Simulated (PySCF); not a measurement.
Compound: CH2=CFCOOEt, C₅H₇FO₂.
Geometry (GFN2-xTB, Å), atoms numbered from 1 in this order:
```
atom  x, y, z in Å
C1     3.270    0.162    0.315
C2     2.032    0.405   -0.087
F3     1.776    1.280   -1.075
C4     0.827   -0.250    0.501
O5     0.886   -1.057    1.395
O6    -0.291    0.164   -0.078
C7    -1.511   -0.399    0.408
C8    -2.659    0.205   -0.377
H9     3.432   -0.544    1.109
H10    4.116    0.651   -0.131
H11   -1.468   -1.487    0.285
H12   -1.596   -0.182    1.478
H13   -2.674    1.284   -0.247
H14   -2.545   -0.014   -1.435
H15   -3.599   -0.209   -0.026
```

Computed with PBE0/pcSseg-1 in PySCF (dipole) on a GFN2-xTB geometry, gas phase.

Masses are those of the commonest isotopes; rigid-rotor values at the optimised geometry. The values belong to one conformer with, in the numbering `[CH2:1]=[C:2]([F:3])[C:4](=[O:5])[O:6][CH2:7][CH3:8]`, C1–C2–C4–O5 0°, C2–C4–O6–C7 180°, C4–O6–C7–C8 180°.

(1) What are A, B and C (MHz)?

(2) Classify the top.

(3) What does the inertial defect say?

(4) Give the other two planar moments, Paa and Pbb, and the rms extents of the mass along the axes.

(5) List the rotational levels J(Ka,Kc) to J = 3 (K).

(6) Predict some low-J microwave lines.

(7) Estimate the classical rotational partition function at 10 K, 50 K and 200 K.

Answers

(1) Ia = 120.47, Ib = 406.63, Ic = 520.80 u·Å²; 505379 MHz·u·Å²/I gives A = 4195, B = 1243, C = 970.4 MHz.

(2) An asymmetric top: κ = (2 × 1243 − 4195 − 970.4)/(4195 − 970.4) = -0.83.

(3) Not planar: Δ = Ic − Ia − Ib = -6.31 u·Å². For a rigid frame Δ = −2 Σ m c², so Σ m c² = 3.15 u·Å² lies off the ab plane, practically all of it from hydrogen. The atom farthest from that plane is 0.89 Å away.

(4) Paa = Σ m a² = (Ib + Ic − Ia)/2 = 403.48 and Pbb = Σ m b² = (Ia + Ic − Ib)/2 = 117.32 u·Å². With the mass M = 118.04 u, the rms extents √(P/M) along a, b and c are 1.85, 1.00, 0.16 Å.

(5) Above 0(0,0), as E/k:
J = 1: 1(0,1) 0.106, 1(1,1) 0.248, 1(1,0) 0.261
J = 2: 2(0,2) 0.318, 2(1,2) 0.447, 2(1,1) 0.486, 2(2,1) 0.912, 2(2,0) 0.912
J = 3: 3(0,3) 0.633, 3(1,3) 0.746, 3(1,2) 0.824, 3(2,2) 1.230, 3(2,1) 1.234, 3(3,1) 1.972, 3(3,0) 1.972

(6) The dipole components are |μa| = 0.83 D, |μb| = 0.31 D, |μc| = 0.00 D; the mirror of this Cs structure is the ab plane, so μc vanishes by symmetry and there are no c-type lines. Intensities carry the squares of the components, which stand as 1.00 : 0.14 (a : b). Some lines, for components of 0.1 D or more:

```
type  branch         J(Ka,Kc)    MHz  lower level (cm⁻¹)
   a       Q  4(1,3) ← 4(1,4)   2719               0.794
   a       R  2(1,1) ← 1(1,0)   4699               0.181
   a       R  3(2,2) ← 2(2,1)   6640               0.634
   a       R  4(1,4) ← 3(1,3)   8274               0.518
   b       R  3(1,3) ← 2(0,2)   8918               0.221
   a       R  4(2,2) ← 3(2,1)   9014               0.858
   a       R  5(1,5) ← 4(1,4)  10314               0.794
   a       R  5(0,5) ← 4(0,4)  10728               0.729
   b       Q  4(3,2) ← 4(2,3)  15500               1.150
   b       R  3(2,1) ← 2(1,2)  16403               0.311
   b       R  4(2,3) ← 3(1,2)  17298               0.573
   b       Q  5(4,1) ← 5(3,2)  21552               2.039
   b       Q  5(4,2) ← 5(3,3)  21573               2.038
   b       Q  4(4,0) ← 4(3,1)  21582               1.667
   b       R  3(3,1) ← 2(2,0)  22074               0.634
   b       R  3(3,0) ← 2(2,1)  22093               0.634
   b       R  4(3,1) ← 3(2,2)  24344               0.855
   b       R  5(3,3) ← 4(2,2)  26356               1.159
   b       R  4(4,0) ← 3(3,1)  30474               1.370
```

(7) Point group Cs, symmetry number σ = 1; q = (√π/σ)·√((kT/h)³/(ABC)), k/h = 20836.6 MHz/K: 2370 at 10 K, 26500 at 50 K, 212000 at 200 K.

Not checked by GFN2-xTB frequencies. These are rigid-rotor constants of the computed structure; measured ground-state constants (B0) also hold zero-point vibration. A rigid rotor knows nothing of internal rotation, which can split or shift real lines.

Time: 16 s wall. Hardware: x86-64 server, one thread, on a shared host. This is the PBE0/pcSseg-1 job that gave the dipole, with the shieldings it also computed.
